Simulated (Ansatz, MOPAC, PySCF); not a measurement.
Torsion H4–Se1–Se2–Br3 in BrHSe2 (SMILES [SeH][Se]Br); at each angle all else is relaxed with GFN2-xTB, and the levels are single points there.
Geometry at 270° (charge 0, multiplicity 1):
```tsv
atom	x (Å)	y (Å)	z (Å)
Se	-1.3039	0.4936	0.5110
Se	0.7258	0.9997	-0.3713
Br	2.2602	-0.1005	0.9931
H	-1.5604	-0.7202	-0.2645
```

On the grid 0° to 330°, 0° is the highest and 270° the lowest point at CCSD(T)/CBS(cc-pVTZ, cc-pVQZ).

Cores are frozen in the correlated methods. Filled d and f shells under p-block atoms count as core. CBS: X⁻³ extrapolation of the correlation energy, Hartree–Fock from the larger set. Rows in 3-21G, 6-31G*, LANL2DZ, STO-3G carry no dispersion term and start afresh at each structure (6-31G* with six Cartesian d functions); the Pople sets are all-electron and without relativity. LANL2DZ brings its own core potentials from Na on. The state that PM3, PM6 reach isn't checked.

Programs: Ansatz (Gaussian basis) for Hartree–Fock, density functionals and correlated methods; MOPAC for PM3, PM6 (differences of heats of formation); PySCF for 3-21G rows, 6-31G* rows, LANL2DZ rows, STO-3G rows, the dispersion terms. 

Other levels give for the energy at 0° less that at 270°: PBE/def2-TZVPP 485.5; B3LYP/def2-TZVPP 439.4; B3LYP-D3(BJ)/def2-TZVPP 431.0; wB97M-V/def2-TZVPP 405.9; CCSD(T)/CBS(cc-pVTZ, cc-pVQZ) 404.7 meV.

Common cheap choices:

```
level          energy at 0° less that at 270° (meV)  less 404.7 (CCSD(T)/CBS(cc-pVTZ, cc-pVQZ))
-------------  ------------------------------------  ------------------------------------------
PM3                                           288.4                                      -116.3
PM6                                           193.5                                      -211.2
HF/STO-3G                                     241.3                                      -163.4
HF/3-21G                                      248.2                                      -156.5
BP86/6-31G*                                   505.7                                       101.1
B3LYP/3-21G                                   376.2                                       -28.5
B3LYP/LANL2DZ                                 355.9                                       -48.8
M06-2X/6-31G*                                 427.8                                        23.1
```

Ansatz is a quantum-chemistry and plane-wave program.
